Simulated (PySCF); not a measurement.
ClI, charge +1, multiplicity 2. Atoms are numbered in the order given.

```xyz
2

Cl     0.0000     0.0000    -1.6845
I      0.0000     0.0000     0.5403
```
Charge +1, spin multiplicity 2.

The structure is a stationary point at PBE0-D3(BJ)/def2-TZVP. The spin state was assumed, not searched. The def2 effective core potentials stand for the cores of I; spin–orbit coupling is left out.

Calculation: PySCF with PBE0/def2-TZVPD.

Mulliken values depend strongly on the basis, most of all with diffuse functions as here. ESP charges are fitted to the potential on shells at 1.4 to 2.0 van der Waals radii. Atomic charges (e):

| atom | ESP fit | Mulliken | Mulliken spin |
|---|---|---|---|
| Cl1 | 0.23 | 0.13 | 0.24 |
| I2 | 0.77 | 0.87 | 0.76 |
